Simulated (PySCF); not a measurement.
Two species compared at the same levels of theory.

First species: C3H9BrOSi3.
InChI=1S/C3H9BrOSi3/c1-2-3(7-4)8-5-6/h1,3H,7-8H2,6H3/t3-/m1/s1

Second species: C3H3NSi.
Structure used (PBE0-D3(BJ)/def2-SVP), in Å, numbered top down from 1:
```xyz
8
C3H3NSi angstrom
C      2.3233    0.4281   -0.3071
C      1.1909    0.0617   -0.0585
Si    -0.5112   -0.4729    0.3155
C     -1.6722    0.8744   -0.2268
N     -2.4002    1.7115   -0.5631
H      3.3271    0.7488   -0.5256
H     -0.7046   -0.6655    1.7758
H     -0.8683   -1.6992   -0.4431
```

Levels: CAM-B3LYP/def2-SVPD for dipole moment, HOMO energy, LUMO energy, HOMO–LUMO gap, static isotropic polarisability and electronic spatial extent ⟨r²⟩ about the centre of nuclear charge; TDDFT CAM-B3LYP/def2-SVPD for lowest singlet excitation; PBE0-D3(BJ)/def2-SVP for rotational constant A and rotational constant C. Geometries: PBE0-D3(BJ)/def2-SVP. All species are isolated and taken at one optimised geometry, non-relativistic unless stated. Electronic properties by PySCF.

The conformers computed, where there is a choice (atom-mapped SMILES and torsion angles):
- `[CH:1]#[C:2][C@H:3]([SiH2:4][Br:5])[SiH2:6][O:7][SiH3:8]`: C2–C3–Si4–Br5 -176°, C2–C3–Si6–O7 -44°, C3–Si6–O7–Si8 43°

Values for the first species:

* Dipole moment: 1.46 D
* HOMO energy: -8.92 eV
* LUMO energy: 0.45 eV
* HOMO–LUMO gap: 9.37 eV
* Lowest singlet excitation: 6.04 eV
* Static isotropic polarisability: 134.8 au
* Electronic spatial extent ⟨r²⟩ about the centre of nuclear charge: 3284 bohr²
* Rotational constant A: 1.816 GHz
* Rotational constant C: 0.302 GHz

Problem. Estimate the same properties for the second species, and the change in each.

Solution. 
```
                                                         property       first     second  second less first
                                                    dipole moment      1.46 D     3.86 D            +2.40 D
                                                      HOMO energy    -8.92 eV  -10.23 eV           -1.31 eV
                                                      LUMO energy     0.45 eV    0.09 eV           -0.36 eV
                                                    HOMO–LUMO gap     9.37 eV   10.32 eV           +0.95 eV
                                        lowest singlet excitation     6.04 eV    5.88 eV           -0.16 eV
                                  static isotropic polarisability    134.8 au    61.8 au           -73.0 au
electronic spatial extent ⟨r²⟩ about the centre of nuclear charge  3284 bohr²  616 bohr²        -2668 bohr²
                                            rotational constant A   1.816 GHz  9.194 GHz         +7.378 GHz
                                            rotational constant C   0.302 GHz  1.855 GHz         +1.553 GHz
```

On the first: The principal polarisabilities are 106.1, 131.5 and 166.9 au; their mean is the isotropic value. The calculation is non-relativistic and has no spin–orbit coupling, an omission that weighs most on bromine.

On the second: The 10 singlets span 5.88 to 8.17 eV, and their oscillator strengths add up to 0.24. The dipole equals about 12.9 × 10⁻³⁰ C·m (1 D = 3.33564 × 10⁻³⁰ C·m).
